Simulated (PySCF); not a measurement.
# Cd²⁺: ionisation energy

Cd²⁺ [Kr] 4d10 (1S) → Cd³⁺ [Kr] 4d9 (2D), as a difference of total energies. Calculation: PySCF 2.14, in aug-cc-pwCVTZ-PP with ECP28MDF; scalar relativity through the core potential. Correlated levels: valence: 4s2 4p6 frozen; valence and next inner shell: nothing frozen outside the core potential. The calculations carry no spin-orbit coupling.

```tsv
method	ionisation energy (eV)	difference from reference (eV)
UHF	35.870	-1.598
LDA	37.995	+0.527
PBE	37.581	+0.113
PBE0	37.483	+0.015
r2SCAN	37.467	-0.001
CAM-B3LYP	37.547	+0.079
BLYP	37.474	+0.006
B3LYP	37.599	+0.131
MP2 (valence)	37.950	+0.482
SCS-MP2 (valence)	37.728	+0.260
MP2 (valence and next inner shell)	37.795	+0.327
SCS-MP2 (valence and next inner shell)	37.535	+0.067
```

Reference: 37.468 ± 0.006 eV (measured; NIST Atomic Spectra Database, ionization energies).

The reference lies between the lowest fine-structure levels, while these numbers refer to the centres of the terms.

Errors of the correlated levels include the incompleteness of this basis and the frozen core.
